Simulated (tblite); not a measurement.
Compound: SnCl4.
SMILES: `[Cl][Sn]([Cl])([Cl])[Cl]`

All values are computed: GFN2-xTB (tblite) harmonic vibrations without scaling, gas phase. Against measured fundamentals such values can be off by several per cent, at times by over 20.

Harmonic wavenumbers (cm⁻¹): 83.7, 83.9, 97.1, 97.2, 97.4, 252.6, 321.0, 321.2, 321.4.

A = 1012, B = 1009, C = 1008 MHz; mass 259.778 u (most abundant isotopes); point group Td, symmetry number 12.

**Question.** What is the zero-point energy?

**Answer.** Half the sum of the wavenumbers: 838 cm⁻¹ = 2.40 kcal/mol.

**Question.** What is S at 500 K and 1 bar for an ideal gas of classical rigid rotors and harmonic oscillators?

**Answer.** Translation 45.16, rotation 26.73, vibration 32.51: S = 104.4 cal/(mol K).

**Question.** And Cp and H(500 K) − H(0)?

**Answer.** Cp = 25.28 cal/(mol K), of which vibrations give 17.33 (their classical limit is 9 R = 17.9); H(500 K) − H(0) = 10.80 kcal/mol without the zero-point energy, 6.83 from vibrations.

**Question.** What must be added to the electronic energy to get the Gibbs energy at 500 K and 1 bar?

**Answer.** ZPE + [H(500 K) − H(0)] − T·S = 2.40 + 10.80 − 52.20 = -39.00 kcal/mol.

**Question.** Which modes carry the vibrational entropy at 500 K?

**Answer.** 83.7 cm⁻¹: 4.82; 83.9 cm⁻¹: 4.82; 97.1 cm⁻¹: 4.53; 97.2 cm⁻¹: 4.53; 97.4 cm⁻¹: 4.52; 252.6 cm⁻¹: 2.66 cal/(mol K); the other 3 give 6.64 together.

**Question.** How do the functions run with temperature in this model?

**Answer.** 
```json
{"T (K)": "50", "S (cal/(mol K))": "56.4", "Cp (cal/(mol K))": "13.8", "H − H(0) (kcal/mol)": "0.50", "G − H(0) (kcal/mol)": "-2.32", "ln q(vib)": "0.38"}
{"T (K)": "100", "S (cal/(mol K))": "67.6", "Cp (cal/(mol K))": "18.6", "H − H(0) (kcal/mol)": "1.32", "G − H(0) (kcal/mol)": "-5.44", "ln q(vib)": "1.62"}
{"T (K)": "298.15", "S (cal/(mol K))": "91.5", "Cp (cal/(mol K))": "24.4", "H − H(0) (kcal/mol)": "5.77", "G − H(0) (kcal/mol)": "-21.52", "ln q(vib)": "6.21"}
{"T (K)": "373.15", "S (cal/(mol K))": "97.1", "Cp (cal/(mol K))": "24.9", "H − H(0) (kcal/mol)": "7.62", "G − H(0) (kcal/mol)": "-28.60", "ln q(vib)": "7.56"}
{"T (K)": "750", "S (cal/(mol K))": "114.7", "Cp (cal/(mol K))": "25.6", "H − H(0) (kcal/mol)": "17.17", "G − H(0) (kcal/mol)": "-68.87", "ln q(vib)": "12.41"}
{"T (K)": "1000", "S (cal/(mol K))": "122.1", "Cp (cal/(mol K))": "25.7", "H − H(0) (kcal/mol)": "23.58", "G − H(0) (kcal/mol)": "-98.52", "ln q(vib)": "14.63"}
```

q(vib) and H(0) count from the zero-point level.

**Question.** Blend soft modes into free rotors: weight 1/[1 + (100 cm⁻¹/ν̃)⁴] for the oscillator and the rest for a rotor with moment μB/(μ + B), μ = h/(8π²ν), B = 10⁻⁴⁴ kg m². What vibrational entropy results?

**Answer.** 29.01 cal/(mol K) in place of 32.51, which changes −T·S at 500 K by +1.75 kcal/mol.

Hindered rotation and anharmonicity are outside this model.
